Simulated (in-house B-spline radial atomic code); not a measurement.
A run on neutral technetium that did not converge. Method: scalar-relativistic (X2C) PBE0, spin-polarised, spherical fractional occupations, Fermi nucleus of rms radius 4.41117 fm; computed with an all-electron radial atomic-structure program (B-spline basis).

Command:
```bash
python run_scf.py task.json out
```
Settings (nuclear radius in fm, mass in u):
```
Z                43
configuration    [Kr] 4d5 5s1.625 5f0.375
hamiltonian      x2c
method           pbe0
spin_polarised   True
nucleus          fermi
rms_radius       4.41117
atomic_mass      96.90636
speed_of_light   137.035999084
```

First and last ten iterations of the last attempt (damped for 15 steps, keeping 80 % of the old Fock matrix, then DIIS):
```
 iter        energy (Eh)    residual
    1       -4277.652683    4.38e-01
    2       -4281.293563    2.75e-01
    3       -4283.043316    1.85e-01
    4       -4283.988039    1.27e-01
    5       -4284.486749    8.81e-02
    6       -4284.721011    5.93e-02
    7       -4284.826746    4.02e-02
    8       -4284.882801    2.90e-02
    9       -4284.909032    2.09e-02
   10       -4284.921749    1.56e-02
  111       -4284.935370    1.73e-06
  112       -4284.935370    1.72e-06
  113       -4284.935370    2.05e-06
  114       -4284.935370    1.92e-06
  115       -4284.935370    2.40e-06
  116       -4284.935370    4.57e-06
  117       -4284.935370    1.90e-06
  118       -4284.935370    2.32e-06
  119       -4284.935370    3.04e-06
  120       -4284.935370    3.44e-06
 not converged after 120 iterations
```

The smallest residual met was 9.4e-07; the threshold is about 4e-07. Over the last five steps the energy moves by less than 1e-06 hartree, but the orbitals didn't meet the threshold. Cost of the run: 14 s on 1 thread of Intel(R) Xeon(R) Platinum 8488C, with other jobs on the host.
